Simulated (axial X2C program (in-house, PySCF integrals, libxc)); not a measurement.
# What spin–orbit coupling does to I₂

Calculated with an axial X2C code built on PySCF integrals. Spin-free means the one-electron spin-free X2C Hamiltonian; two-component (2c) means X2C with spin–orbit coupling and atomic mean-field two-electron Coulomb and Gaunt terms, so the difference of the two also holds small scalar two-electron terms. Basis: I dyall-cv3z [11s12p8d4f1g] (cores contracted in-house); Gaussian nuclei, density fitting, unrestricted open shells. Masses: I 126.904 u.

Spin-free state: M_S = 0, Λ = 0 (closed shell); fragments I + I.

| level | Re (Å) | ωe (cm⁻¹) | De (eV) |
| --- | --- | --- | --- |
| PBE0 | 2.656 | 227.5 | 2.045 |
| HF | 2.662 | 236.2 | 0.628 |
| MP2 | 2.665 | 228.9 | 1.919 |
| CCSD | 2.684 | 220.3 | 1.714 |
| CCSD(T) | 2.691 | 215.4 | 1.822 |
| PBEsol | 2.661 | 221.8 | 2.484 |

Correlated methods: 14 electrons correlated (number of frozen shells: I 4 s, 3 p, 2 d), 294 virtual spin orbitals or spinors in MP2, 90 natural virtuals in coupled cluster.

Two-component determinant lowest at the distance of the search:

Ω = 0 (closed shell); fragments I + I.

| level | Re (Å) | ωe (cm⁻¹) | De (eV) |
| --- | --- | --- | --- |
| PBE0 | 2.674 | 217.3 | 1.574 |
| HF | 2.676 | 228.1 | 0.073 |
| MP2 | 2.679 | 220.8 | 1.409 |
| CCSD | 2.699 | 211.7 | 1.189 |
| CCSD(T) | 2.707 | 206.3 | 1.303 |
| PBEsol | 2.681 | 210.2 | 1.968 |

Problem. From the two tables, how do the constants change at the CCSD(T) level (2c against spin-free)?

Solution. At the CCSD(T) level Re rises by 0.016 Å and ωe decreases by 9.1 cm⁻¹; De changes by -0.519 eV.

One determinant describes the state; a PBE0 search over occupations chose it and may have missed a lower one. The closed shell is kept restricted, so the energy runs too high when the bond is stretched far. De is counted from the lowest determinant-based energies of the atoms at the same level, without counterpoise correction. CCSD and (T) use frozen natural virtuals with an MP2 correction for the truncation; (T) itself is uncorrected, so its De runs slightly low. The functionals have no current-density term, which raises determinants with orbital currents, atoms included.
